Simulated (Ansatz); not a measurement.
Ansatz (a first-principles code) job for Cl2GaH3N, SMILES [Cl][Ga](<-[NH3])[Cl] (connectivity only; charge and spin as stated), neutral, multiplicity 2, CAM-B3LYP/def2-SVPD. Coordinates come from a PBE0-D3(BJ)/def2-SVP optimisation. The spin state was assumed, not searched. The isomer is the one that the SMILES or the coordinates give; other isomers of the formula were not compared.

Ansatz 0.2 input:
```yaml
crystal:
  periodic: [false, false, false]
  atoms:
    - {symbol: Ga, position_ang: [0.58694638, -0.05711747, 0.00000000]}
    - {symbol: Cl, position_ang: [-0.38817116, 0.64779051, -1.85711397]}
    - {symbol: Cl, position_ang: [-0.38817116, 0.64779051, 1.85711397]}
    - {symbol: N, position_ang: [-0.43746348, -1.94068035, -0.00000000]}
    - {symbol: H, position_ang: [-1.03304708, -1.94109687, -0.83076655]}
    - {symbol: H, position_ang: [-1.03304709, -1.94109688, 0.83076655]}
    - {symbol: H, position_ang: [0.13082021, -2.78727974, -0.00000000]}
basis:
  gaussian:
    orbitals: def2-SVPD
hamiltonian:
  xc: {name: CAM-B3LYP}
magnetization: {spin_polarized: true, initial_magnetization: 1}
```

Output:

```
Functional definition: CAM-B3LYP
integrals: 0.12 GiB planned
1282 factors; integrals over basis functions are off by at most 1.0e-3 eV
integrals: 0.22 GiB planned
473 factors; integrals over basis functions are off by at most 1.3e-5 eV
mean field: 1.70 GiB planned
mean field evaluation 1: about -78949.3451 eV, gradient 3.2e1 eV
mean field evaluation 2: about -78949.0543 eV, gradient 3.5e1 eV
mean field evaluation 4: about -78953.4803 eV, gradient 9.8e-1 eV
mean field evaluation 8: about -78953.5068 eV, gradient 2.7e-2 eV
mean field evaluation 16: about -78953.5069 eV, gradient 4.6e-5 eV
mean field -78953.50685454 eV, -2901.4878602952 hartree, gradient 4.6e-5 eV, S^2 0.752246; 0 other end points of the search recorded, 0 dependent functions left out
reference -78953.50697772 eV, -2901.4878648221 hartree; 38, 37 occupied and 98, 99 virtual orbitals, 1282 factors
Total energy: -78953.50697772 eV, -2901.4878648221 hartree
```

The calculation finished and met its thresholds.

Cost: around 12 core-seconds (rough).
